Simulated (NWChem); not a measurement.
System: AlCl, singlet; SMILES [Al][Cl]

Here is an NWChem input.

```
start job
memory heap 200 mb stack 900 mb global 1100 mb
geometry units angstroms noautosym nocenter noautoz
  Al     0.000000     0.000000    -1.209222
  Cl     0.000000     0.000000     0.937703
end
basis spherical
  * library aug-cc-pvdz
end
dft
  xc xpbe96 cpbe96
  iterations 150
  vectors input atomic output neutral.movecs
end
task dft energy
charge 1
dft
  odft
  mult 2
  vectors input atomic output cation.movecs
end
task dft energy
charge -1
dft
  odft
  mult 2
  vectors input atomic output anion.movecs
end
task dft energy
```

Output (shortened):

```
             Northwest Computational Chemistry Package (NWChem) 7.3.0
             --------------------------------------------------------

                             Geometry "geometry" -> ""
                             -------------------------

 Output coordinates in angstroms (scale by  1.889725989 to convert to a.u.)

  No.       Tag          Charge          X              Y              Z
 ---- ---------------- ---------- -------------- -------------- --------------
    1 Al                  13.0000     0.00000000     0.00000000    -1.20922200
    2 Cl                  17.0000     0.00000000     0.00000000     0.93770300

 Effective nuclear repulsion energy (a.u.)      54.4724068279

  pbe96 is a nonlocal functional; adding pw91lda local functional.

                                 NWChem DFT Module
                                 -----------------

 Summary of "ao basis" -> "ao basis" (spherical)
 ------------------------------------------------------------------------------
       Tag                 Description            Shells   Functions and Types
 ---------------- ------------------------------  ------  ---------------------
 Al                       aug-cc-pvdz               11       27   5s4p2d
 Cl                       aug-cc-pvdz               11       27   5s4p2d

            General Information
            -------------------
          SCF calculation type: DFT
          Wavefunction type:  closed shell.
          No. of atoms     :     2
          No. of electrons :    30
           Alpha electrons :    15
            Beta electrons :    15
          Charge           :     0
          Spin multiplicity:     1
          Use of symmetry is: off; symmetry adaption is: off
          Maximum number of iterations: 150
          AO basis - number of functions:    54
                     number of shells:    22
          Convergence on energy requested:  1.00D-06
          Convergence on density requested:  1.00D-05
          Convergence on gradient requested:  5.00D-04

              XC Information
              --------------
          PerdewBurkeErnzerhof Exchange Functional  1.000
            Perdew 1991 LDA Correlation Functional  1.000 local
           PerdewBurkeErnz. Correlation Functional  1.000 non-local

             Grid Information
             ----------------
          Grid used for XC integration:  medium
          Radial quadrature: Mura-Knowles
          Angular quadrature: Lebedev.
          Tag              B.-S. Rad. Rad. Pts. Rad. Cut. Ang. Pts.
          ---              ---------- --------- --------- ---------
          Al                  1.25       88          13.0       590
          Cl                  1.00       88          13.0       590
          Grid pruning is: on
          Number of quadrature shells:   176
          Spatial weights used:  Erf1

      Superposition of Atomic Density Guess
      -------------------------------------

 Sum of atomic energies:        -701.35093834

      Non-variational initial energy
      ------------------------------

 Total energy =    -701.443896
 1-e energy   =   -1080.019390
 2-e energy   =     324.103088
 HOMO         =      -0.268214
 LUMO         =      -0.000243

   convergence    iter        energy       DeltaE   RMS-Dens  Diis-err
 ---------------- ----- ----------------- --------- --------- ---------
 d= 0,ls=0.0,diis     1   -702.3298424064 -7.57D+02  2.15D-02  2.38D-01
 d= 0,ls=0.0,diis     2   -702.2280758347  1.02D-01  1.33D-02  7.26D-01
 d= 0,ls=0.0,diis     3   -702.3596368247 -1.32D-01  1.95D-03  1.84D-02
 d= 0,ls=0.0,diis     4   -702.3627595008 -3.12D-03  4.38D-04  2.79D-04
 d= 0,ls=0.0,diis     5   -702.3628053071 -4.58D-05  1.07D-04  7.65D-05
  Resetting Diis
 d= 0,ls=0.0,diis     6   -702.3628176904 -1.24D-05  4.27D-05  2.92D-06
 d= 0,ls=0.0,diis     7   -702.3628184429 -7.53D-07  5.30D-06  2.09D-08

         Total DFT energy =     -702.362818442949
      One electron energy =    -1081.091030003793
           Coulomb energy =      370.786886074768
    Exchange-Corr. energy =      -46.531081341798
 Nuclear repulsion energy =       54.472406827874

 Numeric. integr. density =       29.999999934531

                       DFT Final Molecular Orbital Analysis
                       ------------------------------------

 Vector   13  Occ=2.000000D+00  E=-2.916520D-01
              MO Center=  1.2D-09, -1.1D-09,  8.0D-01, r^2= 1.4D+00
   Bfn.  Coefficient  Atom+Function         Bfn.  Coefficient  Atom+Function
  ----- ------------  ---------------      ----- ------------  ---------------
    36      0.416355  2 Cl px                37      0.412200  2 Cl py
    39      0.311397  2 Cl px                40      0.308289  2 Cl py
     9      0.077345  1 Al px                10      0.076573  1 Al py
    42      0.038121  2 Cl px                43      0.037741  2 Cl py
    21     -0.033617  1 Al d  1              19      0.033282  1 Al d -1

 Vector   14  Occ=2.000000D+00  E=-2.916520D-01
              MO Center=  1.5D-09, -1.6D-09,  8.0D-01, r^2= 1.4D+00
   Bfn.  Coefficient  Atom+Function         Bfn.  Coefficient  Atom+Function
  ----- ------------  ---------------      ----- ------------  ---------------
    37     -0.416355  2 Cl py                36      0.412200  2 Cl px
    40     -0.311397  2 Cl py                39      0.308289  2 Cl px
    10     -0.077345  1 Al py                 9      0.076573  1 Al px
    43     -0.038121  2 Cl py                42      0.037741  2 Cl px
    19     -0.033617  1 Al d -1              21     -0.033282  1 Al d  1

 Vector   15  Occ=2.000000D+00  E=-2.250560D-01
              MO Center=  8.2D-09, -8.4D-09, -1.2D+00, r^2= 3.2D+00
   Bfn.  Coefficient  Atom+Function         Bfn.  Coefficient  Atom+Function
  ----- ------------  ---------------      ----- ------------  ---------------
     4      0.475975  1 Al s                  3      0.446088  1 Al s
    38      0.314898  2 Cl pz                11     -0.244314  1 Al pz
    41      0.220464  2 Cl pz                14     -0.132239  1 Al pz
    20     -0.066831  1 Al d  0              30     -0.047704  2 Cl s
    31     -0.044926  2 Cl s                 44      0.037570  2 Cl pz

 Vector   16  Occ=0.000000D+00  E=-8.953379D-02
              MO Center= -2.9D-09,  1.4D-09, -1.2D+00, r^2= 4.1D+00
   Bfn.  Coefficient  Atom+Function         Bfn.  Coefficient  Atom+Function
  ----- ------------  ---------------      ----- ------------  ---------------
    12      0.480362  1 Al px                13     -0.392167  1 Al py
     9      0.385107  1 Al px                10     -0.314401  1 Al py
    36     -0.145058  2 Cl px                39     -0.134990  2 Cl px
    37      0.118425  2 Cl py                40      0.110205  2 Cl py
    42     -0.086125  2 Cl px                43      0.070312  2 Cl py

 Vector   17  Occ=0.000000D+00  E=-8.953379D-02
              MO Center=  5.8D-09, -4.0D-09, -1.2D+00, r^2= 4.1D+00
   Bfn.  Coefficient  Atom+Function         Bfn.  Coefficient  Atom+Function
  ----- ------------  ---------------      ----- ------------  ---------------
    13      0.480362  1 Al py                12      0.392167  1 Al px
    10      0.385107  1 Al py                 9      0.314401  1 Al px
    37     -0.145058  2 Cl py                40     -0.134990  2 Cl py
    36     -0.118425  2 Cl px                39     -0.110205  2 Cl px
    43     -0.086125  2 Cl py                42     -0.070312  2 Cl px

 Vector   18  Occ=0.000000D+00  E=-1.985081D-02
              MO Center=  1.7D-08, -1.6D-08, -9.0D-01, r^2= 1.2D+01
   Bfn.  Coefficient  Atom+Function         Bfn.  Coefficient  Atom+Function
  ----- ------------  ---------------      ----- ------------  ---------------
    14      0.581059  1 Al pz                17      0.513814  1 Al pz
    31     -0.310175  2 Cl s                  5      0.283964  1 Al s
    11      0.252421  1 Al pz                 4      0.219482  1 Al s
    32     -0.201165  2 Cl s                 41      0.166962  2 Cl pz
    44      0.156697  2 Cl pz                30     -0.151890  2 Cl s

     Multipole analysis of the density
     ---------------------------------

     L   x y z        total         alpha         beta         nuclear
     -   - - -        -----         -----         ----         -------
     0   0 0 0     -0.000000    -15.000000    -15.000000     30.000000

     1   1 0 0     -0.000000     -0.000000     -0.000000      0.000000
     1   0 1 0      0.000000      0.000000      0.000000      0.000000
     1   0 0 1     -0.597759     -0.507756     -0.507756      0.417752

     2   2 0 0    -18.198128     -9.099064     -9.099064      0.000000
     2   1 1 0      0.000000      0.000000      0.000000      0.000000
     2   1 0 1      0.000000      0.000000      0.000000      0.000000
     2   0 2 0    -18.198128     -9.099064     -9.099064      0.000000
     2   0 1 1     -0.000000     -0.000000     -0.000000      0.000000
     2   0 0 2    -20.309010    -70.785302    -70.785302    121.261594

                                 NWChem DFT Module
                                 -----------------

            General Information
            -------------------
          SCF calculation type: DFT
          Wavefunction type:  spin polarized.
          No. of atoms     :     2
          No. of electrons :    29
           Alpha electrons :    15
            Beta electrons :    14
          Charge           :     1
          Spin multiplicity:     2
          Use of symmetry is: off; symmetry adaption is: off
          Maximum number of iterations: 150
          AO basis - number of functions:    54
                     number of shells:    22
          Convergence on energy requested:  1.00D-06
          Convergence on density requested:  1.00D-05
          Convergence on gradient requested:  5.00D-04

[...]
```

Level: PBE/aug-cc-pVDZ, vertical spin-unrestricted ions. Low-valent species are run as closed-shell singlets; no triplet was tried in these runs. Geometry: optimised at PBE0/def2-SVP.
